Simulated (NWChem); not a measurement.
**Correlation energy of silicon monosulfide (SSi)**

```
Si
S 1 1.9396
```
Charge 0, spin multiplicity 1.

Program: NWChem. The geometry was optimised at PBE0/def2-SVP, a minimum by its harmonic frequencies.

Basis set: cc-pVTZ. Each correlation energy counts from its own Hartree-Fock reference.

```json
[
 {"method": "CR-CCSD[T]", "correlation energy (mHa)": "-295.7", "difference from CCSD(T)": "+3.3"},
 {"method": "CR-CCSD(T)", "correlation energy (mHa)": "-295.1", "difference from CCSD(T)": "+3.9"},
 {"method": "CCSD+T(CCSD)", "correlation energy (mHa)": "-299.8", "difference from CCSD(T)": "-0.8"},
 {"method": "MP2", "correlation energy (mHa)": "-259.8", "difference from CCSD(T)": "+39.3"},
 {"method": "CCSD(T)", "correlation energy (mHa)": "-299.0", "difference from CCSD(T)": "0.0"},
 {"method": "SCS-MP2", "correlation energy (mHa)": "-257.9", "difference from CCSD(T)": "+41.1"},
 {"method": "RI-MP2", "correlation energy (mHa)": "-259.8", "difference from CCSD(T)": "+39.2"},
 {"method": "CCSD", "correlation energy (mHa)": "-281.3", "difference from CCSD(T)": "+17.7"}
]
```

The values span 41.9 mHa, from CCSD+T(CCSD) (lowest) to SCS-MP2 (highest). 

The correlated methods keep 10 core orbitals frozen. No row is a measurement; the coupled-cluster row has its own basis-set and correlation limits.
